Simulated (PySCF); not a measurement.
[Bi(NH2)2]+ at several levels of theory

Computed with PySCF 2.14.0 (density fitting, no spin-orbit coupling) at the geometry relaxed with PBE0:

```xyz
7
[Bi(NH2)2]+ (singlet)
Bi    0.0000    0.0000   -0.1644
N     1.4988   -0.2446    1.2229
H     2.4695   -0.3758    0.9453
H     1.3794   -0.2109    2.2339
N    -1.4988    0.2446    1.2229
H    -2.4695    0.3758    0.9453
H    -1.3794    0.2109    2.2339
```

```json
{"level": "PBE0", "basis": "Bi def2-SVP with ECP60, N def2-SVP, H def2-SVP", "state": "singlet", "HOMO (eV)": "-12.48", "gap (eV)": "4.56", "charge on Bi1 (e)": "1.15", "dipole about the centre of mass (D)": "1.46", "largest force component (eV/Å)": "0.02"}
{"level": "PBE0", "basis": "Bi def2-TZVP with ECP60, N def2-TZVP, H def2-TZVP", "state": "singlet", "HOMO (eV)": "-12.59", "gap (eV)": "4.56", "charge on Bi1 (e)": "1.24", "dipole about the centre of mass (D)": "1.33", "largest force component (eV/Å)": "0.92"}
```

Charges are Mulliken's, which hang on the basis. The relaxation used the grid (50, 194), these runs (75, 302) or, all-electron (x2c bases, spin-free X2C Hamiltonian), (99, 590).

A further run in the first row's basis gives HOMO (eV) -13.79, gap (eV) 6.81, charge on Bi1 (e) 1.13, dipole about the centre of mass (D) 1.38, largest force component (eV/Å) 0.22. Which level was it?
A. BLYP
B. CAM-B3LYP

B. The others give HOMO -11.05 eV (BLYP).

In the first row's basis the gap widens with exact exchange: 2.6 eV for BLYP (none); 4.6 eV for PBE0 (a fixed share); 6.8 eV for CAM-B3LYP (rising or full at long range).
